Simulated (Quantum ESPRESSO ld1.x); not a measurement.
Results of a calculation; reference values are marked as such.
These are the eigenvalues of the occupied orbitals of an atom or ion with whole-number occupations (hartree). Level of theory: non-relativistic Kohn-Sham, LDA (Slater exchange, Perdew-Zunger correlation), spin-unpolarised, spherical densities, point nucleus (ld1.x of Quantum ESPRESSO 7.5).

1s: -1406.1493
2s: -218.6854
2p: -206.9258
3s: -47.0355
3p: -41.9385
3d: -32.4128
4s: -9.4325
4p: -7.5319
4d: -4.1923
5s: -1.3694
5p: -0.8498
4f: -0.3371
5d: -0.1406
6s: -0.1342

Which element is it, and in what charge state? The configuration may be excited.

Answer. Z = 58, cerium, charge 0: Ce in [Xe] 4f1 5d1 6s2. The list shows which subshells hold electrons but not how many an open one holds; the 1s level, -1406.1 hartree, gives Z - s = 53.0 by -(Z - s)^2/2, which with screening narrows Z to a few neighbours, and the depths of the outer levels then fix element, charge and occupations together.
